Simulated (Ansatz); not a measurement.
## CrH2: state-averaged CASSCF

Program: Ansatz, Gaussian basis, development build. State-averaged CASSCF with equal weights; occupations are averaged over the states; levels count from the state that is lowest in CASSCF. Small basis; these aren't basis-limit values. Solutions may break the symmetry of the shape. Lower solutions, or ones in other orbitals, may exist.

Geometry:

```xyz
3

H     0.0000    0.8400    1.4549
Cr    0.0000    0.0000    0.0000
H     0.0000    0.8400   -1.4549
```

Basis def2-SVP, nonrelativistic, 9 orbitals frozen in the corrections; active space CAS(8,8). Averaged: 2 quintets.

(1) Give the levels in order.

Answers

(1) 

```json
{"state": "quintet", "CASSCF (eV)": "0.000", "SC-NEVPT2 (eV)": "0.000"}
{"state": "quintet", "CASSCF (eV)": "0.607", "SC-NEVPT2 (eV)": "0.800"}
```

Occupations: 1.99, 1.96, 1.00, 1.00, 1.00, 0.51, 0.50, 0.03.
